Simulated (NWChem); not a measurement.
CdSiH$_{3}$I; SMILES [SiH3][Cd][I]

All runs: NWChem. Medium grid unless said otherwise, to which SCAN and Minnesota functionals are sensitive. Coordinates come from a PBE0/def2-SVP optimisation. def2 effective core potentials on Cd, I; no spin-orbit coupling. Hybrids' shares of exact exchange are those that their runs print; pure functionals count as 0. The functionals differ in more than this share.

```csv
row,share of exact exchange,highest occupied level (eV)
PBE/def2-SVP,0.00,-6.22
HCTH/407/def2-SVP,0.00,-6.24
B3LYP/def2-SVP,0.20,withheld
M06/def2-SVP,0.27,-7.21
PW6B95/def2-SVP,0.28,-7.34
M05-2X/def2-SVP,0.56,-8.65
```

Fit a straight line of the last column on the one before it, predict the withheld value, and compare with the run.


1. Means of the 5 shown rows: x = 0.222, y = -7.132. Slope Σ(x − x̄)(y − ȳ)/Σ(x − x̄)² = -0.9294/0.2185 = -4.254; intercept -6.188.
2. The shown rows scatter about the line by 0.074 (root mean square); the largest residual is +0.13, at M06/def2-SVP.
3. At x = 0.20 (B3LYP/def2-SVP; inside the shown range) the line gives -7.04.
4. The run gives -7.04, 0.00 from the line, 0.0 times the scatter.
